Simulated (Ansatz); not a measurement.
Gas-phase electronic energies from Ansatz, PBE0-D4/def2-TZVP geometries. CCSD(T)/CBS adds triple-zeta CCSD(T) − MP2 to the extrapolated MP2 energy (def2 sets, frozen cores). Functionals use def2-TZVPP. For Br, Zn outer-core shells are correlated without core-valence functions, which leaves a few kJ/mol of doubt a bond. Scalar relativity is left out up to krypton. One conformer a species, not always the lowest.

Reaction (redistribution): `N[SiH2]C=O` + `C[N](C)[Zn][Br]` → `N[SiH](Br)C=O` + `C[N](C)[ZnH]`

`N[SiH2]C=O`:

```xyz
9

N     0.553    0.134   -1.349
Si    0.433    0.499    0.306
C    -0.901   -0.736    0.931
O    -1.485   -1.455    0.156
H     1.030    0.687   -2.038
H    -0.137   -0.489   -1.740
H    -0.031    1.877    0.644
H     1.690    0.276    1.073
H    -1.152   -0.792    2.017
```

`C[N](C)[Zn][Br]`:

Cartesian coordinates in Å:
```
C -0.151 -0.043 -1.341
N 0.008 0.156 0.075
C 0.098 -1.081 0.803
Zn 0.085 1.780 0.852
Br 0.180 3.789 1.813
H -0.217 0.908 -1.875
H -1.065 -0.613 -1.573
H 0.695 -0.602 -1.772
H -0.804 -1.699 0.671
H 0.955 -1.688 0.472
H 0.218 -0.908 1.875
```

`N[SiH](Br)C=O`:

Z-matrix (Å, degrees):
```
Si
Br 1 2.241
C 1 1.920 2 103.2
N 1 1.687 2 117.2 3 114.2
H 1 1.479 2 104.7 3 -120.7
O 3 1.206 1 119.9 2 114.3
H 3 1.114 1 120.1 2 -62.7
H 4 1.005 1 124.2 2 66.2
H 4 1.009 1 118.2 2 -88.3
```

`C[N](C)[ZnH]`:

```xyz
11

C    -0.398   -0.651    1.074
N    -0.140   -0.027   -0.193
C     1.050    0.778   -0.169
Zn   -1.194   -0.231   -1.657
H    -1.306   -1.260    1.043
H     0.427   -1.313    1.384
H    -0.530    0.090    1.880
H     1.945    0.184    0.082
H     1.237    1.248   -1.139
H     0.987    1.586    0.578
H    -2.077   -0.402   -2.883
```

CCSD(T)/CBS gives +9.6 kcal/mol.

Q: Another level gave +6.6 kcal/mol. Which?
A. r2SCAN/def2-TZVPP
B. HF/def2-TZVPP
C. PBE-D4/def2-TZVPP
D. SCS-MP2/def2-TZVPP

A: A. r2SCAN 6.6, HF/def2-TZVPP 15.4, SCS-MP2/def2-TZVPP 8.4, PBE-D4 4.7 kcal/mol.

Largest T1 diagnostic among the species: 0.015.

The D4 term adds −1.7 kcal/mol with B3LYP and −0.9 kcal/mol with PBE0; it sums over pairs of atoms, weighted by their polarisabilities, and B3LYP, whose exchange is more repulsive, gets the larger term. In def2-TZVPP, CCSD(T) changes the Hartree–Fock value by −7.1 kcal/mol (the triples alone add −1.1 kcal/mol) and MP2 by −8.1 kcal/mol. From PBE to PBE0 (25 % exact exchange), in def2-TZVPP and without D4, ΔE moves by +2.2 kcal/mol.

B3LYP here is the variant with VWN-RPA as its local correlation; programs differ in this.
